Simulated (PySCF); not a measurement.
## Static response to an electric field

Compound: Sn(CCH)Me3, C5H10Sn.
Geometry (PBE0-D3(BJ)/def2-SVP, Å), atoms numbered from 1 in this order:
```xyz
16
C5H10Sn angstrom
Sn    -0.002   -0.001   -0.074
C      0.024   -0.012    2.037
C      0.025   -0.022    3.256
H      0.025   -0.030    4.331
C      2.041   -0.008   -0.734
H      2.088   -0.110   -1.828
H      2.577   -0.850   -0.274
H      2.538    0.928   -0.442
C     -1.023    1.786   -0.688
H     -0.988    1.887   -1.783
H     -0.543    2.663   -0.233
H     -2.074    1.751   -0.367
C     -1.043   -1.771   -0.702
H     -2.050   -1.789   -0.262
H     -0.497   -2.665   -0.371
H     -1.133   -1.792   -1.798
```

Level: B3LYP/def2-SVPD (PySCF), static field, nuclei fixed, core orbitals frozen in the response. The polarisability tensor in these axes (au):

```
x    94.76   0.01   0.02
y     0.01  94.89  -0.16
z     0.02  -0.16 112.16
```

Task: Diagonalise the tensor; give its mean and Δα, where Δα² is half the sum of the squared differences of the eigenvalues.

Result: Principal values 94.76, 94.89 and 112.16 au; mean 100.60 au = 14.91 Å³ = 16.59 × 10⁻⁴⁰ C²·m²/J; Δα = 17.33 au (17 % of the mean).

Task: What is the dipole moment, and where does it point?

Result: (-0.03, 0.00, -1.05) D, 1.05 D in size, pointing from the negative to the positive side. Measured along this direction, the outermost atoms are H4 at the negative end and H16, H10 and H6 at the positive end.

Task: How large is μ²/3kT at 500 K beside α?

Result: In Gaussian units μ²/3kT = 5.36 Å³ against 14.91 Å³, a ratio of 0.36; the Debye molar polarisation (4π/3)N_A(α + μ²/3kT) is 51.1 cm³/mol, leaving out the vibrational part.

Task: Rayleigh depolarisation ratio (linearly polarised light, static tensor)?

Result: ρ = 3Δα²/(45ᾱ² + 4Δα²) = 901.5/(455456 + 1202.0) = 0.00197.

Task: Estimate the molar refractivity from the static electronic polarisability.

Result: Lorentz–Lorenz: R = (4π/3)N_A α = 2.5225 cm³/(mol·Å³) × 14.91 Å³ = 37.6 cm³/mol, in the limit of long wavelengths.

Task: In TDDFT the mean static polarisability is Σ f/ω² over all singlet excitations (ω in hartree). How much of it do the 10 lowest give? Their energies (eV) and oscillator strengths: 6.08, 0.0000; 6.23, 0.0051; 6.24, 0.0051; 6.52, 0.0730; 6.52, 0.0738; 7.19, 0.2611; 7.23, 0.0192; 7.23, 0.0192; 7.24, 0.0001; 7.36, 0.0445.

Result: They add up to 7.64 au, 7.6 % of the 100.60 au; the largest single term is 3.74 au, from the state at 7.19 eV. Terms in order: 0.00, 0.10, 0.10, 1.27, 1.29, 3.74, 0.27, 0.27, 0.00, 0.61 au. Higher excitations give the rest. The strengths listed sum to 0.501.

Geometry: PBE0-D3(BJ)/def2-SVP; no solvent, vibrations or thermal averaging. Atoms past krypton carry effective core potentials; spin–orbit coupling is left out.
